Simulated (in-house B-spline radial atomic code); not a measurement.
Cr⁺. Computed with a B-spline radial atomic code. Model: non-relativistic spherical atom: semilocal Troullier-Martins pseudo-atom, one channel per l, against all electrons, high spin, G0W0 and RPA with empty states to l = 8, local potential for every l without a channel, a model core (radius 0 = none) keeps its share of the functional.

A spurious bound state in the pseudo-atom.

The core holds an angular momentum without a channel of its own, so the local potential lets valence electrons into it.

What the tables leave out is listed at the end.

The pseudopotential gives back the lowest level of each angular momentum of its own functional in the configuration it was made in; a second state of the same l is only approximately right. Exact exchange, RPA and GW see the smooth pseudo-orbitals and miss the exchange with the core, for which the functional's share stands in. The column with an uncorrelated core keeps all orbitals and exact exchange, and so separates missing core correlation from pseudisation. Only the three outermost levels and the lowest empty one were computed. RPA here is direct RPA, with no exchange kernel, and its energies carry an (l + 1/2)⁻⁴ tail. A hybrid on a potential with a model core restores only its own semilocal share of the core's exchange.

Command:
```bash
python run_psgw.py task.json out
```
Settings (lengths in bohr, energies in hartree):
```
Z                      24
electrons              23
configuration          [Ar] 3d5
generated_in           [Ar] 3d5 4s1
functional             lda,vwn
core_shells            5
radius_factor          0.9
core_correction        False
```

Cost of the run: 9.7 s on 1 thread of Intel(R) Xeon(R) 6975P-C (Granite Rapids), on a shared host.

Given: made with LDA VWN5; model core radius 0 bohr; local radius 2.208 bohr; mean-field start PBE0.

Valence shells of the generating configuration: 4s, 3d.

Channel: s 2.481, d 2.16 (radii in bohr).

Computed: largest level miss in the spin-unpolarised generating configuration 0 eV; valence RPA correlation energy all-electron orbitals -0.17136 hartree; all-electron RPA polarisability, core included 8.4603 bohr³; pseudo-atom RPA polarisability 12.378 bohr³.

```tsv
level	occupied	mean-field all-electron (eV)	mean-field pseudo minus all (eV)	G0W0 all-electron (eV)	G0W0 uncorrelated core minus all (eV)	G0W0 pseudo minus all (eV)	exchange self-energy all-electron (eV)	exchange self-energy pseudo (eV)
3d up	1	-12.732	-0.042	-16.43	0.187	1.6	-33.717	-22.199
```

Q: What is the valence RPA correlation energy pseudo?

A: -0.44865 hartree.

Given: mean-field start Hartree-Fock.

Computed: valence RPA correlation energy all-electron orbitals -0.13887 hartree; all-electron RPA polarisability, core included 4.8986 bohr³; pseudo-atom RPA polarisability 8.4686 bohr³.

| level | occupied | mean-field all-electron (eV) | mean-field pseudo minus all (eV) | G0W0 all-electron (eV) | G0W0 uncorrelated core minus all (eV) | G0W0 pseudo minus all (eV) | exchange self-energy all-electron (eV) | exchange self-energy pseudo (eV) |
| --- | --- | --- | --- | --- | --- | --- | --- | --- |
| 3d up | 1 | -17.666 | 1.803 | -17.102 | 0.204 | 0.744 | -34.354 | -21.528 |

Q: What is the valence RPA correlation energy pseudo?

A: -0.26776 hartree.

Among the listed levels the largest G0W0 shift of the pseudo-atom is +1.60 eV, for 3d up on the PBE0 start, while leaving the core uncorrelated moves that level by +0.19 eV.  Not in the tables (levels of low weight, unsolved or above zero; the highest and the empty levels are kept at any weight): the LDA start was refused, since an empty level lay at or below an occupied one; on PBE0 the pseudo-atom's empty level 4p up at -12.5 eV, below the lowest empty all-electron level, a spurious state that also inflates its RPA energy and polarisability; on Hartree-Fock the pseudo-atom's empty level 4p up at -9.4 eV, below the lowest empty all-electron level, a spurious state that also inflates its RPA energy and polarisability.
